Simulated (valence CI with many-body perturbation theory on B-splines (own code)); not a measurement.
## E1 transitions of Sb I

Computed by relativistic CI+MBPT: five valence electrons over a frozen Dirac-Fock core [Kr] 4d10, a basis of 9 s, 9 p, 8 d, 6 f, 3 g, 1 h functions for each j, with the one-electron correlation potential Σ1, the two-electron term Σ2, the three-electron term Σ3, Breit, model QED; selected CI, second order for the rest, scaled by the run's own slope (own B-spline code, finite nucleus).

Against 19 measured levels this calculation errs by 60 cm⁻¹ on average and by 198 at most. These come from a selection out of the NIST Handbook of Basic Atomic Spectroscopic Data. Levels without a partner in it may be off by more. Among the levels kept, up to 1600 cm⁻¹ of a level comes from second order outside the variational space, and about a tenth of that is noise between levels of different J, which matters for small intervals.

Lines 201 to 250 of 272 in falling wavelength, among levels below 63755 cm⁻¹, chosen from the strongest by gf and those to the six lowest levels. Wavelengths and rates use the calculated energies, so an error of 60 cm⁻¹ moves a line at 216.6 nm by 0.13 % and its rate by three times that or more. Electric multipoles are in the length gauge, E1 and E2 with the static RPA response of the core. Weak lines are less certain than strong ones. Lines between different terms over intervals too small for the method are left out, as are lines whose strength nearly cancels. The highest levels of a list are the least certain.

Names give the largest LS component (configuration and term), which can be under half, so a name can repeat, a term be missing and a line seem to break the LS rules; names also repeat where a configuration has a term twice. Letters in brackets count levels of one name in rising energy.

```tsv
λ vac (nm)	λ from measured levels	Upper	Lower	A (s⁻¹)	S (a.u.) with core polarisation	S without
216.6	216.0	5s2 5p2 6s 2D_3/2 [b]	5s2 5p3 2D°_5/2	5.46e+06	1.09e-01	1.10e-01
215.6		5s2 5p2 8s 4P_1/2	5s2 5p3 2P°_1/2	2.96e+06	2.93e-02	2.85e-02
215.0	214.6	5s2 5p2 5d 4F_5/2	5s2 5p3 2D°_3/2	5.58e+07	1.64e+00	1.63e+00
214.6	214.3	5s2 5p2 5d 4F_7/2	5s2 5p3 2D°_5/2	1.94e+07	7.55e-01	7.81e-01
214.2	214.0	5s2 5p2 6s 2D_3/2 [a]	5s2 5p3 2D°_3/2	9.66e+07	1.88e+00	1.80e+00
214.2		5s2 5p2 6d 4F_3/2	5s2 5p3 2P°_1/2	2.50e+05	4.85e-03	5.78e-03
212.8	212.8	5s2 5p2 6s 2P_1/2	5s2 5p3 4S°_3/2	1.16e+07	1.11e-01	1.09e-01
212.1		5s2 5p2 7s 2P_3/2	5s2 5p3 2P°_1/2	5.05e+06	9.53e-02	9.17e-02
212.0	211.8	5s2 5p2 6s 2D_5/2	5s2 5p3 2D°_3/2	4.64e+06	1.31e-01	1.15e-01
211.4		5s2 5p2 6d 4D_1/2	5s2 5p3 2P°_1/2	2.08e+06	1.94e-02	1.93e-02
211.2	210.8	5s2 5p2 5d 2F_5/2	5s2 5p3 2D°_5/2	7.95e+04	2.22e-03	1.75e-03
210.4	209.9	5s2 5p2 6s 2D_3/2 [b]	5s2 5p3 2D°_3/2	8.19e+07	1.51e+00	1.47e+00
207.8		5s2 5p2 5d 2P_3/2	5s2 5p3 2D°_3/2	5.17e+06	9.16e-02	9.46e-02
206.9	206.9	5s2 5p2 6s 4P_5/2	5s2 5p3 4S°_3/2	1.91e+08	5.00e+00	4.84e+00
205.3	205.0	5s2 5p2 5d 2F_5/2	5s2 5p3 2D°_3/2	9.81e+07	2.52e+00	2.58e+00
205.1		5s2 5p2 5d 4D_3/2	5s2 5p3 2D°_5/2	1.14e+07	1.94e-01	2.07e-01
204.5		5s2 5p2 5d 4D_5/2	5s2 5p3 2D°_5/2	4.17e+07	1.06e+00	1.05e+00
204.4		5s2 5p2 7s 4P_1/2 [a]	5s2 5p3 2D°_3/2	6.81e+06	5.74e-02	5.11e-02
204.0		5s2 5p2 5d 4D_7/2	5s2 5p3 2D°_5/2	5.60e+05	1.88e-02	1.86e-02
202.5	202.5	5s2 5p2 6s 2P_3/2	5s2 5p3 4S°_3/2	7.41e+06	1.21e-01	1.21e-01
202.2		5s2 5p2 7s 4P_1/2 [b]	5s2 5p3 2D°_3/2	6.45e+06	5.27e-02	5.05e-02
199.6		5s2 5p2 5d 4D_3/2	5s2 5p3 2D°_3/2	1.26e+07	1.98e-01	1.97e-01
199.1		5s2 5p2 5d 4D_5/2	5s2 5p3 2D°_3/2	2.73e+07	6.37e-01	6.70e-01
198.2		5s2 5p2 5d 2D_5/2 [a]	5s2 5p3 2D°_5/2	1.27e+07	2.93e-01	2.93e-01
197.5		5s2 5p2 5d 2D_3/2 [a]	5s2 5p3 2D°_5/2	8.25e+06	1.25e-01	1.21e-01
196.4		5s2 5p2 7s 4P_3/2	5s2 5p3 2D°_5/2	3.75e+06	5.61e-02	5.31e-02
195.5		5s2 5p2 5d 2P_1/2	5s2 5p3 2D°_3/2	1.16e+06	8.55e-03	1.43e-02
195.3	195.0	5s2 5p2 5d 2F_7/2	5s2 5p3 2D°_5/2	2.82e+08	8.30e+00	8.60e+00
193.5		5s2 5p2 5d 2D_5/2 [b]	5s2 5p3 2D°_5/2	6.72e+07	1.44e+00	1.47e+00
193.0		5s2 5p2 5d 2D_5/2 [a]	5s2 5p3 2D°_3/2	6.57e+07	1.40e+00	1.44e+00
192.6		5s2 5p2 5d 2D_3/2 [b]	5s2 5p3 2D°_5/2	2.45e+06	3.46e-02	3.80e-02
192.4		5s2 5p2 5d 2D_3/2 [a]	5s2 5p3 2D°_3/2	6.93e+05	9.75e-03	1.26e-02
191.3		5s2 5p2 7s 4P_3/2	5s2 5p3 2D°_3/2	8.14e+05	1.13e-02	1.14e-02
190.4		5s2 5p2 6d 4F_5/2	5s2 5p3 2D°_5/2	8.81e+06	1.80e-01	1.90e-01
190.0		5s2 5p2 7s 2P_1/2	5s2 5p3 2D°_3/2	6.24e+07	4.22e-01	4.17e-01
188.6		5s2 5p2 5d 2D_5/2 [b]	5s2 5p3 2D°_3/2	1.34e+08	2.67e+00	2.79e+00
187.9		5s2 5p2 6d 4F_3/2	5s2 5p3 2D°_5/2	1.88e+07	2.46e-01	2.37e-01
187.8	187.1	5s2 5p2 5d 4P_5/2	5s2 5p3 4S°_3/2	1.35e+08	2.65e+00	2.55e+00
187.7		5s2 5p2 5d 2D_3/2 [b]	5s2 5p3 2D°_3/2	7.48e+06	9.77e-02	1.07e-01
187.2	186.8	5s2 5p2 5d 4F_3/2	5s2 5p3 4S°_3/2	2.10e+07	2.72e-01	2.69e-01
187.0		5s2 5p2 7s 4P_5/2	5s2 5p3 2D°_5/2	6.11e+06	1.18e-01	1.10e-01
186.3		5s2 5p2 7s 2P_3/2	5s2 5p3 2D°_5/2	4.32e+07	5.52e-01	5.23e-01
185.6		5s2 5p2 6d 4F_5/2	5s2 5p3 2D°_3/2	4.13e+06	7.83e-02	7.57e-02
184.3		5s2 5p2 8s 4P_1/2	5s2 5p3 2D°_3/2	1.03e+07	6.35e-02	6.10e-02
183.2		5s2 5p2 6d 4F_3/2	5s2 5p3 2D°_3/2	5.29e+06	6.43e-02	6.30e-02
182.4		5s2 5p2 7s 4P_5/2	5s2 5p3 2D°_3/2	1.30e+05	2.33e-03	1.95e-03
181.8	181.4	5s2 5p2 5d 4F_5/2	5s2 5p3 4S°_3/2	2.90e+07	5.16e-01	4.62e-01
181.7		5s2 5p2 7s 2P_3/2	5s2 5p3 2D°_3/2	9.69e+06	1.15e-01	1.09e-01
181.2	181.1	5s2 5p2 6s 2D_3/2 [a]	5s2 5p3 4S°_3/2	6.68e+07	7.85e-01	7.62e-01
181.2		5s2 5p2 6d 4D_1/2	5s2 5p3 2D°_3/2	4.98e+06	2.93e-02	2.79e-02
```
